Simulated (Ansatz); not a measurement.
Species: BClF, charge 0, doublet. BClF (SMILES F[B]Cl, doublet).
B3LYP-D3(BJ)/def2-TZVP minimum from Ansatz (a program for electronic structure):
```
B
F 1 1.3038
Cl 1 1.7458 2 122.88
```
Charge 0, spin multiplicity 2.

Total energies in cc-pV(T+d)Z, 17 correlated electrons, 7 frozen orbitals. UHF or UKS for unpaired electrons; spin-orbit terms are left out. Cores are frozen in correlated methods. No relativity.

| method | program | energy (Eh) | minus CCSDT(Q) (mEh) |
|---|---|---|---|
| HF | Ansatz | -583.72856 | 548.64 |
| MP2 | Ansatz | -584.23646 | 40.74 |
| CCSD | Ansatz | -584.25562 | 21.58 |
| CCSD(T) | Ansatz | -584.27554 | 1.66 |
| CCSDT(Q) | Ansatz | -584.27720 | 0.00 |

Rough core times of Ansatz's runs on a shared machine: CCSD(T) 30 s, CCSDT(Q) 40 min.
